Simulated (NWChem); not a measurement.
System: TiClF3; SMILES [F][Ti]([F])([F])[Cl]

Here is an NWChem input.

```
start job
memory heap 200 mb stack 900 mb global 1100 mb
geometry units angstroms noautoz
  Ti     0.000000     0.000000     0.288097
  F      0.086670     1.615714     0.874943
  F      1.355914    -0.882915     0.874943
  F     -1.442584    -0.732798     0.874943
  Cl     0.000000     0.000000    -1.884569
end
basis spherical
  * library def2-svp
end
dft
  xc m06-2x
  grid xcoarse
  iterations 150
  mulliken
end
task dft gradient
```

NWChem printed, in part:

```
             Northwest Computational Chemistry Package (NWChem) 7.3.0
             --------------------------------------------------------

 C3V symmetry detected

                             Geometry "geometry" -> ""
                             -------------------------

 Output coordinates in angstroms (scale by  1.889725989 to convert to a.u.)

  No.       Tag          Charge          X              Y              Z
 ---- ---------------- ---------- -------------- -------------- --------------
    1 Ti                  22.0000    -0.00000000    -0.00000000     0.31955273
    2 F                    9.0000     1.14412460     1.14412460     0.90639873
    3 F                    9.0000     0.41877867    -1.56290327     0.90639873
    4 F                    9.0000    -1.56290327     0.41877867     0.90639873
    5 Cl                  17.0000     0.00000000     0.00000000    -1.85311327

 Effective nuclear repulsion energy (a.u.)     395.5320109194

      Symmetry information
      --------------------

 Group name             C3v
 Group number             17
 Group order               6
 No. of unique centers     3

                                 NWChem DFT Module
                                 -----------------

 Summary of "ao basis" -> "ao basis" (spherical)
 ------------------------------------------------------------------------------
       Tag                 Description            Shells   Functions and Types
 ---------------- ------------------------------  ------  ---------------------
 Ti                         def2-svp                11       31   5s3p2d1f
 F                          def2-svp                 6       14   3s2p1d
 Cl                         def2-svp                 8       18   4s3p1d

      Symmetry analysis of basis
      --------------------------

        a1         30
        a2          5
        e          56

  Rotation of axis

            General Information
            -------------------
          SCF calculation type: DFT
          Wavefunction type:  closed shell.
          No. of atoms     :     5
          No. of electrons :    66
           Alpha electrons :    33
            Beta electrons :    33
          Charge           :     0
          Spin multiplicity:     1
          Use of symmetry is: on ; symmetry adaption is: on
          Maximum number of iterations: 150
          AO basis - number of functions:    91
                     number of shells:    37
          Convergence on energy requested:  1.00D-06
          Convergence on density requested:  1.00D-05
          Convergence on gradient requested:  5.00D-04

              XC Information
              --------------
                       M06-2X Method XC Functional
                     Hartree-Fock (Exact) Exchange  0.540
                        M06-2X Exchange Functional  1.000
                      M06-2X Correlation Potential  1.000

             Grid Information
             ----------------
          Grid used for XC integration:  xcoarse
          Radial quadrature: Mura-Knowles
          Angular quadrature: Lebedev.
          Tag              B.-S. Rad. Rad. Pts. Rad. Cut. Ang. Pts.
          ---              ---------- --------- --------- ---------
          Ti                  1.40       75           8.0       194
          F                   0.50       21           8.0       194
          Cl                  1.00       42           8.0       194
          Grid pruning is: on
          Number of quadrature shells:   138
          Spatial weights used:  Erf1

      Superposition of Atomic Density Guess
      -------------------------------------

 Sum of atomic energies:       -1605.45959989

      Non-variational initial energy
      ------------------------------

 Total energy =   -1605.285377
 1-e energy   =   -3002.469911
 2-e energy   =    1001.652524
 HOMO         =      -0.471159
 LUMO         =      -0.021097

      Symmetry analysis of molecular orbitals - initial
      -------------------------------------------------

  Numbering of irreducible representations:

     1 a1          2 a2          3 e

  Orbital symmetries:

     1 a1          2 a1          3 a1          4 e           5 e
     6 a1          7 e           8 e           9 a1         10 a1
    11 a1         12 e          13 e          14 a1         15 e
    16 e          17 a1         18 a1         19 e          20 e
    21 a1         22 e          23 e          24 a1         25 e
    26 e          27 a1         28 a2         29 e          30 e
    31 a1         32 e          33 e          34 a1         35 e
    36 e          37 a1         38 e          39 e          40 a1
    41 e          42 e          43 a1

     ---------------------------------------------
      Total Density - Mulliken Population Analysis
     ---------------------------------------------

    Atom       Charge   Shell Charges
 -----------   ------   -------------------------------------------------------
    1 Ti  22    19.20   2.00  2.00  2.00  0.21  0.00  6.00  6.01  0.22  0.32  0.37  0.06
    2 F    9     9.74   1.99  1.16  0.80  3.62  2.17  0.00
    3 F    9     9.74   1.99  1.16  0.80  3.62  2.17  0.00
    4 F    9     9.74   1.99  1.16  0.80  3.62  2.17  0.00
    5 Cl  17    17.58   2.00  1.99  1.23  0.71  5.94  2.24  3.45  0.01

   convergence    iter        energy       DeltaE   RMS-Dens  Diis-err
 ---------------- ----- ----------------- --------- --------- ---------
 d= 0,ls=0.0,diis     1  -1608.3932499003 -2.00D+03  3.97D-02  3.13D+00
 d= 0,ls=0.0,diis     2  -1602.0942694394  6.30D+00  2.68D-02  8.58D+01
 d= 0,ls=0.0,diis     3  -1608.7518177593 -6.66D+00  3.45D-03  1.13D+00
 d= 0,ls=0.0,diis     4  -1608.8367581018 -8.49D-02  1.88D-03  8.35D-02
 d= 0,ls=0.0,diis     5  -1608.8472766924 -1.05D-02  4.87D-04  5.56D-03
  Resetting Diis
 d= 0,ls=0.0,diis     6  -1608.8477926836 -5.16D-04  1.17D-04  1.78D-04
 d= 0,ls=0.0,diis     7  -1608.8478187902 -2.61D-05  3.24D-05  3.42D-06
 d= 0,ls=0.0,diis     8  -1608.8478192245 -4.34D-07  1.49D-05  6.31D-06
 d= 0,ls=0.0,diis     9  -1608.8478199220 -6.97D-07  8.87D-06  3.64D-07

         Total DFT energy =    -1608.847819922003
      One electron energy =    -3002.182887029186
           Coulomb energy =     1099.322754911208
    Exchange-Corr. energy =     -101.519698723397
 Nuclear repulsion energy =      395.532010919371

 Numeric. integr. density =       66.002755554225

                  Occupations of the irreducible representations
                  ----------------------------------------------

                     irrep           alpha         beta
                     --------     --------     --------
                     a1               14.0         14.0
                     a2                1.0          1.0
                     e                18.0         18.0

                       DFT Final Molecular Orbital Analysis
                       ------------------------------------

 Vector   31  Occ=2.000000D+00  E=-4.682600D-01  Symmetry=a1
              MO Center= -4.5D-16,  1.9D-17, -1.6D+00, r^2= 1.6D+00
   Bfn.  Coefficient  Atom+Function         Bfn.  Coefficient  Atom+Function
  ----- ------------  ---------------      ----- ------------  ---------------
    86      0.527378  5 Cl pz                83      0.437034  5 Cl pz
    80      0.252643  5 Cl pz                17      0.218520  1 Ti d  0
     4      0.202195  1 Ti s                 11      0.165537  1 Ti pz
     3     -0.163776  1 Ti s                 77     -0.154214  5 Cl s
    14     -0.122458  1 Ti pz                76     -0.114664  5 Cl s

 Vector   32  Occ=2.000000D+00  E=-4.234783D-01  Symmetry=e
              MO Center=  1.7D-02,  2.1D-02, -1.6D+00, r^2= 1.6D+00
   Bfn.  Coefficient  Atom+Function         Bfn.  Coefficient  Atom+Function
  ----- ------------  ---------------      ----- ------------  ---------------
    84      0.452413  5 Cl px                85      0.407032  5 Cl py
    81      0.338692  5 Cl px                82      0.304718  5 Cl py
    78      0.195006  5 Cl px                79      0.175445  5 Cl py
    37     -0.087005  2 F  pz                18      0.072186  1 Ti d  1
    40      0.067644  2 F  pz                16     -0.064945  1 Ti d -1

 Vector   33  Occ=2.000000D+00  E=-4.234783D-01  Symmetry=e
              MO Center= -1.7D-02, -2.1D-02, -1.6D+00, r^2= 1.6D+00
   Bfn.  Coefficient  Atom+Function         Bfn.  Coefficient  Atom+Function
  ----- ------------  ---------------      ----- ------------  ---------------
    85      0.452413  5 Cl py                84     -0.407032  5 Cl px
    82      0.338692  5 Cl py                81     -0.304718  5 Cl px
    79      0.195006  5 Cl py                78     -0.175445  5 Cl px
    51      0.077645  3 F  pz                65     -0.073051  4 F  pz
    16     -0.072186  1 Ti d -1              18     -0.064945  1 Ti d  1

 Vector   34  Occ=0.000000D+00  E=-8.096728D-02  Symmetry=e
              MO Center=  3.8D-03, -3.2D-02,  2.0D-01, r^2= 1.3D+00
   Bfn.  Coefficient  Atom+Function         Bfn.  Coefficient  Atom+Function
  ----- ------------  ---------------      ----- ------------  ---------------
    16      0.670647  1 Ti d -1              21      0.315033  1 Ti d -1
    19     -0.299484  1 Ti d  2              18      0.232770  1 Ti d  1
    85      0.203844  5 Cl py                15     -0.145157  1 Ti d -2
    51     -0.133459  3 F  pz                54      0.126958  3 F  pz
    82      0.116435  5 Cl py                24     -0.114508  1 Ti d  2

 Vector   35  Occ=0.000000D+00  E=-8.096728D-02  Symmetry=e
              MO Center= -3.8D-03,  3.2D-02,  2.0D-01, r^2= 1.3D+00
   Bfn.  Coefficient  Atom+Function         Bfn.  Coefficient  Atom+Function
  ----- ------------  ---------------      ----- ------------  ---------------
    18      0.670647  1 Ti d  1              23      0.315033  1 Ti d  1
    15      0.299484  1 Ti d -2              16     -0.232770  1 Ti d -1
    84     -0.203844  5 Cl px                19     -0.145157  1 Ti d  2
    37     -0.120410  2 F  pz                81     -0.116435  5 Cl px
    20      0.114508  1 Ti d -2              40      0.114544  2 F  pz

 Vector   36  Occ=0.000000D+00  E=-6.334720D-02  Symmetry=a1
              MO Center= -1.0D-14, -8.7D-16,  2.2D-01, r^2= 1.8D+00
   Bfn.  Coefficient  Atom+Function         Bfn.  Coefficient  Atom+Function
  ----- ------------  ---------------      ----- ------------  ---------------
    17      0.754645  1 Ti d  0              22      0.376623  1 Ti d  0
    86     -0.346568  5 Cl pz                83     -0.156838  5 Cl pz
    37      0.142690  2 F  pz                51      0.142690  3 F  pz
    65      0.142690  4 F  pz                40     -0.141831  2 F  pz
    54     -0.141831  3 F  pz                68     -0.141831  4 F  pz

     ---------------------------------------------
      Total Density - Mulliken Population Analysis
     ---------------------------------------------

    Atom       Charge   Shell Charges
 -----------   ------   -------------------------------------------------------
    1 Ti  22    20.68   2.00  2.00  2.01  0.20 -0.02  6.00  6.05  0.42  1.13  0.80  0.09
    2 F    9     9.38   1.99  1.11  0.85  3.30  2.12  0.00
    3 F    9     9.38   1.99  1.11  0.85  3.30  2.12  0.00
    4 F    9     9.38   1.99  1.11  0.85  3.30  2.12  0.00
    5 Cl  17    17.19   2.00  1.99  1.24  0.71  5.94  2.13  3.17  0.01

     -------------------------------------------
      Total Density - Lowdin Population Analysis
     -------------------------------------------

    Atom       Charge   Shell Charges
 -----------   ------   -------------------------------------------------------
    1 Ti  22    21.65   2.00  2.00  1.90  0.28  0.07  5.99  5.83  0.88  1.03  1.47  0.22
    2 F    9     9.13   1.98  1.01  0.76  3.19  2.19  0.01
    3 F    9     9.13   1.98  1.01  0.76  3.19  2.19  0.01
    4 F    9     9.13   1.98  1.01  0.76  3.19  2.19  0.01
    5 Cl  17    16.95   2.00  1.96  1.03  0.78  5.83  2.24  3.10  0.01

     Multipole analysis of the density
     ---------------------------------

     L   x y z        total         alpha         beta         nuclear
     -   - - -        -----         -----         ----         -------
     0   0 0 0     -0.000000    -33.000000    -33.000000     66.000000

     1   1 0 0     -0.000000     -0.000000     -0.000000      0.000000
     1   0 1 0     -0.000000     -0.000000     -0.000000      0.000000
     1   0 0 1     -0.054008     -0.027004     -0.027004      0.000000

     2   2 0 0    -34.130571    -80.172366    -80.172366    126.214160
     2   1 1 0      0.000000      0.000000      0.000000      0.000000
     2   1 0 1      0.000000      0.000000      0.000000      0.000000
     2   0 2 0    -34.130571    -80.172366    -80.172366    126.214160
     2   0 1 1     -0.000000     -0.000000     -0.000000      0.000000
     2   0 0 2    -33.459744   -164.584576   -164.584576    295.709408

            General Information
            -------------------
          SCF calculation type: DFT
          Wavefunction type:  closed shell.
          No. of atoms     :     5
          No. of electrons :    66
           Alpha electrons :    33
            Beta electrons :    33
          Charge           :     0
          Spin multiplicity:     1
          Use of symmetry is: on ; symmetry adaption is: on
          Maximum number of iterations: 150
          AO basis - number of functions:    91
                     number of shells:    37
          Convergence on energy requested:  1.00D-06
          Convergence on density requested:  1.00D-05
          Convergence on gradient requested:  5.00D-04

              XC Information
              --------------
                       M06-2X Method XC Functional
                     Hartree-Fock (Exact) Exchange  0.540
                        M06-2X Exchange Functional  1.000
                      M06-2X Correlation Potential  1.000

             Grid Information
             ----------------
          Grid used for XC integration:  xcoarse
          Radial quadrature: Mura-Knowles
          Angular quadrature: Lebedev.
          Tag              B.-S. Rad. Rad. Pts. Rad. Cut. Ang. Pts.
          ---              ---------- --------- --------- ---------
          Ti                  1.40       75           8.0       194
          F                   0.50       21           8.0       194
          Cl                  1.00       42           8.0       194
          Grid pruning is: on
          Number of quadrature shells:   138
          Spatial weights used:  Erf1

          Convergence Information
          -----------------------
          Convergence aids based upon iterative change in
          total energy or number of iterations.
          Levelshifting, if invoked, occurs when the
          HOMO/LUMO gap drops below (HL_TOL):  1.00D-02
          DIIS, if invoked, will attempt to extrapolate
          using up to (NFOCK): 10 stored Fock matrices.

                    Damping( 0%)  Levelshifting(0.5)       DIIS
                  --------------- ------------------- ---------------
          dE  on:    start            ASAP                start
          dE off:    2 iters        150 iters           150 iters

                            NWChem DFT Gradient Module
                            --------------------------

[...]

                         DFT ENERGY GRADIENTS

    atom               coordinates                        gradient
                 x          y          z           x          y          z
   1 Ti     -0.000000  -0.000000   0.603867    0.000000   0.000000  -0.001928
   2 F       2.162082   2.162082   1.712845    0.001794   0.001794   0.000784
   3 F       0.791377  -2.953459   1.712845    0.000657  -0.002451   0.000784
   4 F      -2.953459   0.791377   1.712845   -0.002451   0.000657   0.000784
   5 Cl      0.000000   0.000000  -3.501876   -0.000000  -0.000000  -0.000424
```

Level: M06-2X/def2-SVP. Geometry: optimised at PBE0/def2-SVP.
